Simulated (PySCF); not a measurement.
Bi(OH)(SiH3)2 (BiH₇OSi₂), SMILES [OH][Bi]([SiH3])[SiH3]. Atoms are numbered in the order given.

```xyz
11

Bi    -0.2513     0.4966     0.0000
O      1.7873     1.0777     0.0000
H      2.3421     0.2874     0.0000
Si     0.1103    -1.4096     1.8541
H      0.2209    -0.7959     3.2131
H     -1.0323    -2.3771     1.8534
H      1.3749    -2.1548     1.5616
Si     0.1103    -1.4096    -1.8541
H      0.2209    -0.7959    -3.2131
H      1.3749    -2.1548    -1.5616
H     -1.0323    -2.3771    -1.8534
```
Charge 0, spin multiplicity 1.

Geometry optimised at PBE0-D3(BJ)/def2-SVP. The structure was generated by enumeration; whether it is a known compound was not checked. The def2 effective core potentials stand for the cores of Bi; spin–orbit coupling is left out. The values are those of a single conformer.

Computed with PBE/def2-TZVP (PySCF).

The molecule is in vacuum.

Computed frontier levels, gap, dipole moment and polarisability:
The highest occupied level is -6.03 eV, the lowest empty level is -2.44 eV and the orbital gap comes out as 3.59 eV. The dipole moment comes out as 1.69 D and the quadrupole, principal values (traceless, Buckingham form, about the centre of nuclear charge) comes out as -6.87, -0.16, 7.03 D·Å. The mean static polarisability comes out as 118.2 bohr³ (17.51 Å³) and the polarisability, principal values is 95.6, 120.4, 138.6 bohr³.
